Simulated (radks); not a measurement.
The numbers below are computed, except where a source is named.
Question: Ionisation of Yb, [Xe] 4f14 6s2, to Yb+, [Xe] 4f14 6s1, under several functionals. Dirac Kohn-Sham, spin-unpolarised, spherical densities, point nucleus; a radial shooting solver on a logarithmic mesh with Libxc functionals. The NIST Atomic Spectra Database gives 6.254 eV (measured). Rank these functionals by the error of their Delta-SCF ionisation energy: LDA (Slater exchange, Perdew-Zunger correlation); BLYP; exchange-only LDA; RPBE; LDA (Slater exchange, Perdew-Wang correlation); PBE.

Answer: From best to worst: RPBE 6.428 eV (+0.174); BLYP 6.509 eV (+0.255); PBE 6.538 eV (+0.283); exchange-only LDA 5.875 eV (-0.379); LDA (Slater exchange, Perdew-Wang correlation) 6.759 eV (+0.505); LDA (Slater exchange, Perdew-Zunger correlation) 6.765 eV (+0.511). Spin polarisation and multiplet splitting are left out, so open shells lie too high by an amount that depends on their filling.

Beside tabulated values, note that spin-unpolarised runs miss the spin-polarisation part of the exchange energy of open shells.
